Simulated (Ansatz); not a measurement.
`CO[Si]C` + H₂O → `C[Si]O` + CH₃OH at 700 K and 1 bar (formal hydrolysis of the Si–O bond).

Gas-phase electronic energies from Ansatz, PBE0-D4/def2-TZVP geometries. CBS: MP2 limit from def2 TZ/QZ plus the TZ coupled-cluster correction, frozen cores. This one scheme is used for every species. Each species was taken in one conformer, which may not be the lowest.

| species | CCSD(T)/CBS energy (Eh) | H − E (kJ/mol) | S (J/(mol·K)) |
| --- | --- | --- | --- |
| `CO[Si]C` | -443.95718 | 273.0 | 430.1 |
| H₂O | -76.37941 | 80.5 | 218.4 |
| `C[Si]O` | -404.71755 | 182.1 | 367.0 |
| CH₃OH | -115.61712 | 170.8 | 288.5 |

H − E and S are ideal-gas, rigid-rotor, harmonic terms from PBE0-D4/def2-TZVP, for one conformer and one mirror image of each species. 1 Eh = 2625.50 kJ/mol, R = 8.31446 J/(mol·K).

Problem. By hand: ΔE, ΔH, ΔS and ΔG.

Solution. ΔE = (-404.71755) + (-115.61712) − (-443.95718) − (-76.37941) = 0.00192 Eh = 5.0 kJ/mol. Δ(H − E) = 182.1 + 170.8 − 273.0 − 80.5 = -0.6, so ΔH = 4.4 kJ/mol. ΔS = 367.0 + 288.5 − 430.1 − 218.4 = 7.0 J/(mol·K). ΔG = 4.4 − 700 × (7.0)/1000 = -0.5 kJ/mol.

Problem. By hand: the equilibrium constant, and the temperature at which ΔG would vanish if ΔH and ΔS stayed fixed.

Solution. log₁₀ K = −ΔG/(RT ln 10) = 0.0. ΔG = 0 at ΔH/ΔS = 629 K, though so small a ΔH makes that figure unsure.

TΔS isn't small against ΔH here. The sign of ΔG lies within the doubt. A doubt of 5 kJ/mol in ΔE shifts log₁₀ K by 0.4 here. Other conformers and mirror images would add mixing entropy, several J/(mol·K) or more a flexible species. Modes under 60 cm⁻¹, often nearly free rotors, make the harmonic entropy too high. These are equilibria of isolated gas molecules and say nothing of rates. Largest T1 diagnostic: 0.014 (customary marks: 0.02 for closed shells, 0.045 for open ones).
